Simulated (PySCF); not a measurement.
SMILES OB(O)/C=C\c1ccco1, singlet, GFN2-xTB optimised geometry. Atoms within 1.6 Å of the plane z = 0.0 Å (x, y, z in Å): O1 (-2.20, 0.53, 0.00), B2 (-1.60, 1.74, 0.00), O3 (-2.39, 2.84, -0.01), C4 (-0.05, 2.05, 0.00), C5 (1.04, 1.27, 0.00), C6 (1.17, -0.16, 0.00), C7 (2.33, -0.90, 0.00), C8 (1.94, -2.26, 0.00), C9 (0.58, -2.26, 0.00), O10 (0.10, -1.00, 0.00), H11 (-1.61, -0.23, 0.00), H12 (-3.33, 2.63, -0.01), H13 (0.15, 3.12, 0.00), H14 (2.02, 1.74, 0.00), H15 (3.33, -0.52, 0.00), H16 (2.58, -3.12, 0.00), H17 (-0.14, -3.06, 0.00).

Calculation: B3LYP/def2-SVP in PySCF. Cells within 0.4 Å of a nucleus heavier than hydrogen are left out (blank, or x).

Map of the electrostatic potential (hartree/e), clipped to [-0.08, 0.12] on the plane z = 0.0 Å:

```
|3333322222233333333333333|
|3333322222233333333333333|
|3333321111233333333333333|
|4444321001234543333333333|
|4445545511269954444444433|
|4457999x94499974444444444|
|456999xx99999975555444444|
|446999999999x999997544444|
|44568999xx99x999999544444|
|34444499999999xx998544444|
|3332129x999899x9986554444|
|3322019xx9869999996665444|
|33221099999799xx999997544|
|33221139999999xx999999544|
|333222369989xx999x9997544|
|333333456669x999999975444|
|3333334455699999999755444|
|3333334455799xx9xx9754444|
|3333344455899999999954444|
|3333344456999999999965444|
|3333444445799866799854444|
|3333444445566555566554444|
|3333444444555544455544444|
|3333444444444444444444444|
|3333444444444444444444444|
```
Scale: ten equal steps from -0.074 (start of '0') to 0.120 (end of '9'), in the order '0123456789'; x runs from -5.50 to 5.50, y from -5.50 (bottom) to 5.50 (top).
